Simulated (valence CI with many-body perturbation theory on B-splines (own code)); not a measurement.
**E1 transitions of W⁴²⁺**

Method: configuration interaction combined with many-body perturbation theory (CI+MBPT): four valence electrons over a frozen Dirac-Fock core [Ar] 3d10, a basis of 11 s, 11 p, 10 d, 8 f, 5 g, 2 h functions for each j, with the one-electron correlation potential Σ1 (screened to all orders), the two-electron term Σ2, the three-electron term Σ3, Breit, model QED; selected single and double excitations, second order for the rest, scaled by the run's own slope (own B-spline code, finite nucleus).

No measured spectrum was set against this ion. As an estimate, large intervals hold to a few tenths of a per cent, small ones and those within an open d or f shell to about a per cent. Among the levels kept, up to 380 cm⁻¹ of a level comes from second order outside the variational space, and about a tenth of that is noise between levels of different J, which matters for small intervals.

Lines 51 to 100 of 549 in falling wavelength, among levels below 659.48 eV, chosen from the strongest by gf and those to the six lowest levels. Wavelengths and rates use the calculated energies. Electric multipoles are in the length gauge with retardation, E1 and E2 with the static RPA response of the core. Weak lines are less certain than strong ones. Lines between different terms over intervals too small for the method are left out, as are lines whose strength nearly cancels. The highest levels of a list are the least certain.

Levels are named by their leading jj configuration (3d3/2^4 stands for four electrons in 3d with j = 3/2), which in mixed levels can hold well under half, so a name can repeat and another be missing. Letters in brackets count levels of one name in rising energy.

```csv
λ vac (nm),Upper,Lower,A (s⁻¹),S (a.u.)
11.27,(4s 4p1/2 4p3/2^2) J=2 [c],(4s^2 4p3/2^2) J=2,2.13e+10,7.51e-02
11.20,(4p1/2^2 4p3/2^2) J=2,(4s 4p1/2 4p3/2^2) J=3,4.70e+10,1.63e-01
11.19,(4s 4p1/2^2 4p3/2) J=1,(4s^2 4p1/2 4p3/2) J=1,8.72e+09,1.81e-02
11.12,(4s 4p1/2 4p3/2^2) J=1 [b],(4s^2 4p3/2^2) J=2,1.74e+10,3.53e-02
11.06,(4s 4p1/2^2 4f7/2) J=3,(4s 4p1/2 4p3/2 4d3/2) J=4,1.69e+10,7.88e-02
11.02,(4p1/2^2 4p3/2 4d5/2) J=4,(4s 4p1/2 4p3/2 4d5/2) J=5,5.30e+10,3.15e-01
10.91,(4s 4p1/2 4p3/2 4d5/2) J=3 [c],(4s^2 4p3/2 4d5/2) J=4,1.51e+10,6.76e-02
10.90,(4p1/2^2 4p3/2 4d5/2) J=3,(4s 4p1/2 4p3/2 4d5/2) J=4 [b],2.05e+10,9.15e-02
10.69,(4s 4p1/2 4p3/2 4d3/2) J=2 [e],(4s^2 4p3/2 4d3/2) J=3,2.49e+10,7.49e-02
10.68,(4p1/2^2 4p3/2 4d3/2) J=2,(4s 4p1/2 4p3/2 4d3/2) J=3 [a],3.46e+10,1.04e-01
10.18,(4p1/2^2 4p3/2 4d3/2) J=3,(4s 4p1/2 4p3/2 4d3/2) J=4,2.72e+10,9.89e-02
10.15,(4p1/2^2 4p3/2 4d5/2) J=4,(4s 4p1/2 4p3/2 4d5/2) J=4 [a],2.31e+10,1.07e-01
8.436,(4s 4p1/2 4d3/2 4d5/2) J=4 [b],(4s 4p1/2 4p3/2 4d5/2) J=4 [b],2.07e+10,5.52e-02
8.330,(4s^2 4p1/2 4d3/2) J=2,(4s^2 4p1/2 4p3/2) J=2,1.00e+10,1.43e-02
8.097,(4s^2 4p1/2 4d3/2) J=2,(4s^2 4p1/2 4p3/2) J=1,7.74e+08,1.01e-03
8.072,(4s^2 4p3/2 4d3/2) J=1,(4s^2 4p3/2^2) J=0,4.15e+08,3.23e-04
8.031,(4s 4p1/2^2 4d3/2) J=1,(4s 4p1/2^2 4p3/2) J=2,6.97e+09,5.35e-03
7.865,(4s 4p1/2^2 4d3/2) J=2,(4s 4p1/2^2 4p3/2) J=2,2.54e+10,3.05e-02
7.762,(4s 4p1/2 4d3/2 4d5/2) J=5,(4s 4p1/2 4p3/2 4d5/2) J=5,2.46e+10,6.25e-02
7.673,(4s^2 4p3/2 4d3/2) J=2,(4s^2 4p3/2^2) J=2,1.28e+09,1.43e-03
7.612,(4s^2 4p3/2 4d3/2) J=1,(4s^2 4p3/2^2) J=2,3.83e+09,2.50e-03
7.561,(4s^2 4p3/2 4d3/2) J=3,(4s^2 4p3/2^2) J=2,2.01e+09,3.01e-03
7.424,(4s^2 4p1/2 4d3/2) J=1,(4s^2 4p1/2 4p3/2) J=2,8.48e+08,5.14e-04
7.250,(4s 4p1/2 4p3/2 4f7/2) J=4 [d],(4s 4p1/2 4p3/2 4d5/2) J=3 [c],5.86e+10,9.93e-02
7.238,(4s^2 4p1/2 4d3/2) J=1,(4s^2 4p1/2 4p3/2) J=1,3.92e+09,2.20e-03
7.230,(4p1/2^2 4p3/2 4d5/2) J=2,(4p1/2^2 4p3/2^2) J=2,5.84e+10,5.44e-02
7.222,(4s 4p1/2 4p3/2^2) J=2 [a],(4s^2 4p1/2 4p3/2) J=2,7.63e+09,7.09e-03
7.216,(4s 4p1/2^2 4f7/2) J=3,(4s 4p1/2^2 4d5/2) J=2,5.85e+10,7.59e-02
7.196,(4s 4p1/2 4p3/2 4f7/2) J=5 [c],(4s 4p1/2 4p3/2 4d5/2) J=4 [c],2.62e+10,5.31e-02
7.189,(4s 4p1/2^2 4d5/2) J=2,(4s 4p1/2^2 4p3/2) J=1,8.41e+10,7.71e-02
7.179,(4s^2 4p3/2 4d5/2) J=2,(4s^2 4p3/2^2) J=2,3.99e+10,3.64e-02
7.166,(4s 4p1/2 4d5/2^2) J=1 [a],(4s 4p1/2 4p3/2 4d5/2) J=2 [c],8.18e+10,4.46e-02
7.156,(4s 4p1/2 4p3/2 4f5/2) J=4 [c],(4s 4p1/2 4p3/2 4d5/2) J=3 [d],4.69e+10,7.63e-02
7.137,(4s 4p1/2 4p3/2 4d5/2) J=3 [a],(4s 4p1/2 4p3/2^2) J=3,5.76e+10,7.24e-02
7.116,(4s^2 4d3/2 4d5/2) J=4,(4s^2 4p3/2 4d3/2) J=3,4.58e+10,7.34e-02
7.111,(4s^2 4d3/2 4d5/2) J=3,(4s^2 4p3/2 4d3/2) J=2,4.67e+10,5.80e-02
7.046,(4s 4p1/2 4p3/2^2) J=2 [a],(4s^2 4p1/2 4p3/2) J=1,3.37e+10,2.91e-02
7.044,(4s^2 4p1/2 4d5/2) J=3,(4s^2 4p1/2 4p3/2) J=2,8.97e+10,1.08e-01
7.025,(4s 4p1/2 4d5/2^2) J=1 [b],(4s 4p1/2 4p3/2 4d5/2) J=0,1.34e+11,6.89e-02
6.995,(4s 4p1/2 4p3/2 4f5/2) J=5 [b],(4s 4p1/2 4p3/2 4d5/2) J=4 [c],1.03e+11,1.91e-01
6.977,(4s 4p1/2 4d3/2 4d5/2) J=3 [c],(4s 4p1/2 4p3/2 4d3/2) J=2 [d],7.32e+10,8.59e-02
6.975,(4s 4p1/2 4d5/2^2) J=1 [b],(4s 4p1/2 4p3/2 4d5/2) J=1 [c],2.07e+11,1.04e-01
6.969,(4s 4p3/2^2 4d3/2) J=4,(4s^2 4p3/2 4d5/2) J=3,3.35e+10,5.03e-02
6.967,(4s 4p1/2 4p3/2 4f7/2) J=2 [c],(4s 4p1/2 4p3/2 4d5/2) J=1 [b],1.95e+11,1.62e-01
6.953,(4s 4p1/2^2 4f7/2) J=4,(4s 4p1/2^2 4d5/2) J=3,1.08e+11,1.61e-01
6.951,(4p1/2 4p3/2^2 4d3/2) J=2 [c],(4s 4p1/2 4p3/2 4d5/2) J=1 [c],5.01e+10,4.16e-02
6.949,(4s 4p1/2 4d3/2 4d5/2) J=3 [a],(4s 4p1/2 4p3/2 4d3/2) J=3 [a],4.62e+10,5.35e-02
6.928,(4s^2 4p1/2 4f7/2) J=4,(4s^2 4p1/2 4d5/2) J=3,1.19e+11,1.75e-01
6.912,(4s 4p1/2 4d3/2 4d5/2) J=4 [a],(4s 4p1/2 4p3/2 4d3/2) J=3 [a],1.01e+11,1.49e-01
6.909,(4s 4p1/2 4d3/2 4d5/2) J=5,(4s 4p1/2 4p3/2 4d3/2) J=4,6.99e+10,1.25e-01
```
